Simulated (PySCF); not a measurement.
Method: PBE0-D3(BJ)/def2-TZVP (PySCF). All species are isolated molecules in the gas phase. 

Reference species (SMILES): `[I]` (neutral, multiplicity 2).

| Quantity | Result |
|---|---|
| dipole moment | 0.00 D |

Changed species: `I[B]I` (radical fragment; the reference has radical fragment).

Task: What does the change do to the dipole moment?

Result: the dipole moment increases by 0.61 D, to 0.61 D.
